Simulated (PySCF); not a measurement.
Electronic absorption of Al(OH)3

Al(OH)3.
SMILES: `[OH][Al]([OH])[OH]`

Computed with TDDFT wB97X-D/def2-SVPD, vertical, gas phase, core orbitals frozen in the response (PySCF). Geometry: PBE0-D3(BJ)/def2-SVP, one conformer, isolated molecule.

```csv
state,E (eV),E (kJ/mol),λ (nm),f,"main configurations (H = HOMO, L = LUMO)"
S1,7.23,697,171.6,0.0000,H-1/H→L (≥88%)
S2,7.23,698,171.5,0.0001,H-1/H→L (≥88%)
S3,7.98,770,155.4,0.0038,"H-3/H-2→L (≥76%), H-4→L (10%)"
S4,8.04,775,154.3,0.086,H-3/H-2→L (≥85%)
S5,8.04,776,154.3,0.085,"H-4→L (77%), H-3/H-2→L (≥9%)"
S6,8.10,782,153.0,0.244,H-5→L (81%)
S7,9.29,897,133.4,0.0008,"H-1/H→L+1/L+2 (≥72%), H-5→L+4 (10%)"
S8,9.32,899,133.1,0.0001,"H-1/H→L+1/L+2 (≥50%), H-1/H→L+4 (≥25%)"
S9,9.32,899,133.0,0.0000,"H-1/H→L+1/L+2 (≥50%), H-1/H→L+4 (≥25%)"
S10,9.41,908,131.7,0.086,H-1/H→L+3 (≥84%)
S11,9.41,908,131.7,0.086,H-1/H→L+3 (≥83%)
S12,9.62,929,128.8,0.0001,H-3/H-2→L+3 (≥93%)
S13,9.63,929,128.8,0.0002,"H-4→L+3 (79%), H-3/H-2→L+3 (≥15%)"
S14,9.72,938,127.6,0.021,"H-3/H-2→L+3 (≥74%), H-4→L+3 (14%)"
```

Triplets, Tamm–Dancoff:

```csv
state,E (eV),λ (nm),"main configurations (H = HOMO, L = LUMO)"
T1,7.01,176.8,H-1/H→L (≥82%)
T2,7.02,176.7,H-1/H→L (≥82%)
T3,7.69,161.3,"H-5→L (49%), H-3/H-2→L (≥15%)"
```

The lowest singlet level (S1/S2) comes at 172 nm (697 kJ/mol) in the vacuum ultraviolet; it is dark (f under 0.0005). The most intense listed level is S6 at 8.10 eV (153 nm, f = 0.244), 0.88 eV above S1. S1/S2, S4/S5, S8/S9, S10/S11 and S12/S13 lie within about 0.01 eV of each other in each set. Löwdin shares by element: HOMO (one of a set within 0.03 eV) oxygen 86% or more, aluminium 6%; LUMO aluminium 71%, oxygen 21%. The oscillator strengths of these states sum to 0.613; summed over the whole spectrum of an exact calculation they would give the number of electrons, 40 (Thomas–Reiche–Kuhn). The listed states span 2.49 eV, and the widest gap between neighbours is 1.19 eV (S6 to S7). Orbital energies (eV): HOMO-3 -11.87, HOMO-2 -11.86, HOMO-1 -11.16, HOMO -11.16, LUMO 0.70, LUMO+1 2.75, LUMO+2 2.76. Orbitals of the list HOMO-3 to LUMO+2 that lie within 0.01 eV of each other are written together with a slash and their weights summed (≥ marks a lower bound); for degenerate orbitals outside that list single weights are arbitrary. The window holds the lowest 15 singlets. The highest level found (9.87 eV, f 0.0001 so far) is left out, since the window may have cut off a degenerate partner.
